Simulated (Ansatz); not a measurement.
A nudged elastic band was laid between two geometries of CH4OSeSi (8 atoms, charge 0, multiplicity 1).

Computed with RKS PBE-D4/def2-SVP (Ansatz 0.2.0).

```yaml
movable_images: 9
climbing_image: yes
spring: 5.0 eV/Å²
optimiser: quadratic models (default)
start_path: IDPP
force_threshold: 0.03 eV/Å
iteration_limit: 60
end_points: relaxed
```

First end point:

```xyz
8
Properties=species:S:1:pos:R:3
O 1.464 -0.896 1.308
C 0.545 -0.748 0.535
Si 0.069 1.021 -0.109
Se -0.498 -2.322 -0.091
H -1.089 0.970 -1.066
H -0.281 1.846 1.095
H 1.285 1.586 -0.783
H -1.403 -1.514 -0.946
```

Last end point:

```xyz
8
Properties=species:S:1:pos:R:3
O -0.296 -1.198 1.758
C 0.055 -0.832 0.659
Si -0.405 0.940 0.013
Se 1.119 -2.045 -0.504
H -1.903 1.037 0.022
H 0.180 1.926 0.982
H 0.130 1.183 -1.370
H 1.212 -1.067 -1.617
```

Task: Which bonds break or form, and what moves?

Result: No bond is made or broken. The dihedral Se4–C2–Si3–H7 goes from -122 to 0°. The two ends are copies of one structure, up to a mirror image or an exchange of like atoms.

Task: What energy profile does the band end with?

Result: The forces met the threshold. The highest image is number 5 of 0 to 10, 0.013 eV above the ends, which have the same energy within 2 meV. A vibrational analysis at the climbing image gives one clearly imaginary mode, 54i cm⁻¹: a first-order saddle point.

| image | path coordinate (Å) | energy (eV) | dihedral Se4–C2–Si3–H7 (°) |
| --- | --- | --- | --- |
| 0 | 0.00 | 0.000 | -122 |
| 1 | 0.40 | 0.001 | -108 |
| 2 | 0.80 | 0.005 | -95 |
| 3 | 1.20 | 0.009 | -83 |
| 4 | 1.60 | 0.012 | -71 |
| 5 | 2.00 | 0.013 | -59 |
| 6 | 2.40 | 0.012 | -48 |
| 7 | 2.80 | 0.009 | -37 |
| 8 | 3.20 | 0.005 | -25 |
| 9 | 3.60 | 0.001 | -13 |
| 10 | 4.00 | 0.000 | 0 |

Task: What is the geometry of the highest image?

Result: 
```xyz
8
Properties=species:S:1:pos:R:3
O 0.570 -0.934 1.920
C 0.287 -0.738 0.762
Si -0.135 1.007 0.015
Se 0.236 -2.264 -0.525
H -1.516 0.945 -0.574
H -0.058 2.033 1.105
H 0.854 1.303 -1.077
H -0.145 -1.409 -1.681
```

The run took 71 s on 2 threads of Intel(R) Xeon(R) Platinum 8488C (Sapphire Rapids), with other jobs on the host, peak memory 0.16 GiB.
